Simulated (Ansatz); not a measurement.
Geometry optimisation, RKS B3LYP-D4/def2-SVP in Ansatz.

Input:

```yaml
crystal:
  periodic: [false, false, false]
  atoms:
    - { symbol: Zr, position_ang: [0.330542, -0.04359, 0.014151] }
    - { symbol: Cl, position_ang: [0.593479, 0.136766, 2.463515] }
    - { symbol: Cl, position_ang: [2.483325, 0.054012, -0.870767] }
    - { symbol: Cl, position_ang: [-0.818132, 1.746075, -0.967248] }
    - { symbol: Cl, position_ang: [-0.542515, -2.094002, -0.689607] }
    - { symbol: Si, position_ang: [-3.229852, 0.040302, 1.35935] }
    - { symbol: H, position_ang: [-3.716887, -0.60757, 0.107076] }
    - { symbol: H, position_ang: [-3.754911, -0.671705, 2.558576] }
    - { symbol: H, position_ang: [-3.612648, 1.484812, 1.39091] }
    - { symbol: H, position_ang: [-1.756902, -0.0451, 1.412144] }
basis:
  gaussian: { orbitals: def2-SVP }
hamiltonian:
  xc: b3lyp
  dispersion: d4
relax:
  f_tol: 0.03
  max_steps: 50
```

Launched with:

```bash
$ ansatz run input.yaml --threads 4 --pin off --max-ram 5120MiB --backend cpu --events-out ev --progress --plain --runs-dir out
```

Where does it end, and by what steps?

The run converged. The force dipped under the threshold on the way, but the program's further checks kept it going. After 7 steps the energy has fallen by 0.166 eV; Cl2 moved furthest, 0.40 Å.

| step | energy less start (eV) | largest force component (eV/Å) | accepted |
| --- | --- | --- | --- |
| 0 | 0.0000 | 1.509 | yes |
| 1 | -0.1126 | 0.914 | yes |
| 2 | -0.1435 | 0.258 | yes |
| 3 | -0.1606 | 0.141 | yes |
| 4 | -0.1648 | 0.014 | yes |
| 5 | -0.1657 | 0.036 | yes |
| 6 | -0.1661 | 0.037 | yes |
| 7 | -0.1663 | 0.019 | yes |

```xyz
10
Properties=species:S:1:pos:R:3
Zr 0.344 -0.050 0.108
Cl 0.941 0.308 2.347
Cl 2.374 0.009 -1.037
Cl -0.902 1.697 -0.857
Cl -0.506 -2.194 -0.329
Si -3.281 0.051 1.301
H -3.658 -0.322 -0.086
H -3.925 -0.859 2.287
H -3.614 1.471 1.587
H -1.798 -0.112 1.457
```

Whether the end is a true minimum wasn't checked by a vibrational analysis.

Run time: 37 s on 4 threads of Arm Neoverse V1, on a shared host, peak memory 0.45 GiB.
